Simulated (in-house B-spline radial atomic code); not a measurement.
Values are calculated unless marked as measured or tabulated.
**Weak and strong correlation along the adiabatic connection**

Two-electron singlets in several external potentials (atomic units), by full CI in B-splines with partial waves to l = 8 (correlation energies up to 0.6 % small). The repulsion is scaled by λ at fixed density; W(λ) is the mean repulsion less the Hartree energy, W(0) = E_x, and the area under W from 0 to 1 is E_xc.

One system gave this curve:

```
   λ  W (hartree)
   0      -2.1828
0.02      -2.1847
0.05      -2.1875
0.12      -2.1939
0.25      -2.2057
 0.4      -2.2189
 0.6      -2.2359
 0.8      -2.2522
   1      -2.2679
 1.4      -2.2976
   2      -2.3382
   3       -2.397
 4.5      -2.4691
   7      -2.5592
  10      -2.6357
```

Task: Which system is it?
A. −Z/r, Z = 1, wall at 2.8 bohr
B. −Z/r, Z = 14
C. −Z/r, Z = 3.85, wall at 3.86 bohr
D. ω²r²/2 − Z/r, ω = 3.5, Z = -0.5

Result: C. The exchange energy sets the size: −Z/r, Z = 3.85, wall at 3.86 bohr: E_x = -2.18, E_c = -0.044; −Z/r, Z = 14: E_x = -8.53, E_c = -0.0457; ω²r²/2 − Z/r, ω = 3.5, Z = -0.5: E_x = -1.37, E_c = -0.0458; −Z/r, Z = 1, wall at 2.8 bohr: E_x = -0.746, E_c = -0.0395 hartree.
